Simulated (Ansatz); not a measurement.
One change: `O[Si@@H]1O[C@@H]1Cl` becomes `F[Si@H]1O[C@@H]1Cl`.

Ansatz, PBE0-D4/def2-TZVP geometries, multiplicity 1. Each molecule was computed in one conformer, which needn't be the lowest.

| property | `O[Si@@H]1O[C@@H]1Cl` |
| --- | --- |
| size of the dipole moment (B3LYP/def2-TZVPP) / D | 1.63 |
| ideal-gas entropy at 298 K and 1 bar (rigid rotor, harmonic PBE0-D4/def2-TZVP) / J/(mol·K) | 323 |
| HOMO–LUMO gap (ωB97M-V/def2-TZVPP) / eV | 11.38 |
| LUMO energy (B3LYP/def2-TZVPP) / eV | -0.41 |
| HOMO–LUMO gap (PBE0/def2-TZVPP) / eV | 7.35 |
| zero-point energy (PBE0-D4/def2-TZVP) / kJ/mol | 118.1 |

Problem. Give the same properties after the change, and the shifts. (An estimate is asked.)

Solution. Computed: 
| property | `F[Si@H]1O[C@@H]1Cl` | shift |
| --- | --- | --- |
| size of the dipole moment (B3LYP/def2-TZVPP) / D | 1.67 | 0.04 |
| ideal-gas entropy at 298 K and 1 bar (rigid rotor, harmonic PBE0-D4/def2-TZVP) / J/(mol·K) | 318 | -5 |
| HOMO–LUMO gap (ωB97M-V/def2-TZVPP) / eV | 11.34 | -0.04 |
| LUMO energy (B3LYP/def2-TZVPP) / eV | -0.71 | -0.30 |
| HOMO–LUMO gap (PBE0/def2-TZVPP) / eV | 7.35 | 0.00 |
| zero-point energy (PBE0-D4/def2-TZVP) / kJ/mol | 87.4 | -30.7 |

The zero-point energy changes by -30.7 kJ/mol with -3 modes. Dipoles are sizes alone; their direction can turn.

B3LYP here is the variant with VWN-RPA as its local correlation; programs differ in this.
